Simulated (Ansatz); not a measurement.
`CS[SiH](F)Cl` + HI → `F[SiH](Cl)I` + CH₃SH at 500 K and 1 bar (ligand exchange at the Si–S bond).

Gas-phase electronic energies from Ansatz, PBE0-D4/def2-TZVP geometries. CCSD(T)/CBS adds triple-zeta CCSD(T) − MP2 to the extrapolated MP2 energy (def2 sets, frozen cores). This one scheme is used for every species. Elements past krypton have def2 core potentials. For I outer-core shells are correlated without core-valence functions, which leaves a few kJ/mol of doubt a bond. Each species was taken in one conformer, which may not be the lowest.

| species | CCSD(T)/CBS energy (Eh) | H − E (kJ/mol) | S (J/(mol·K)) |
| --- | --- | --- | --- |
| `CS[SiH](F)Cl` | -1287.03339 | 185.7 | 424.7 |
| HI | -298.03592 | 28.6 | 221.6 |
| `F[SiH](Cl)I` | -1146.84711 | 70.9 | 374.4 |
| CH₃SH | -438.22835 | 145.1 | 283.7 |

H − E and S are ideal-gas, rigid-rotor, harmonic terms from PBE0-D4/def2-TZVP, for one conformer and one mirror image of each species. 1 Eh = 2625.50 kJ/mol, R = 8.31446 J/(mol·K).

Problem. By hand: ΔE, ΔH, ΔS and ΔG.

Solution. ΔE = (-1146.84711) + (-438.22835) − (-1287.03339) − (-298.03592) = -0.00615 Eh = -16.1 kJ/mol. Δ(H − E) = 70.9 + 145.1 − 185.7 − 28.6 = 1.7, so ΔH = -14.4 kJ/mol. ΔS = 374.4 + 283.7 − 424.7 − 221.6 = 11.8 J/(mol·K). ΔG = -14.4 − 500 × (11.8)/1000 = -20.3 kJ/mol.

Problem. By hand: the equilibrium constant, and the temperature at which ΔG would vanish if ΔH and ΔS stayed fixed.

Solution. log₁₀ K = −ΔG/(RT ln 10) = 2.1. ΔH and −TΔS have one sign here, so there is no such temperature.

TΔS isn't small against ΔH here. A doubt of 5 kJ/mol in ΔE shifts log₁₀ K by 0.5 here. Other conformers and mirror images would add mixing entropy, several J/(mol·K) or more a flexible species. Modes under 60 cm⁻¹, often nearly free rotors, make the harmonic entropy too high. These are equilibria of isolated gas molecules and say nothing of rates. Largest T1 diagnostic: 0.011 (customary marks: 0.02 for closed shells, 0.045 for open ones).

ΔS is within the doubt of such terms, so its sign, and with it that verdict, could turn.
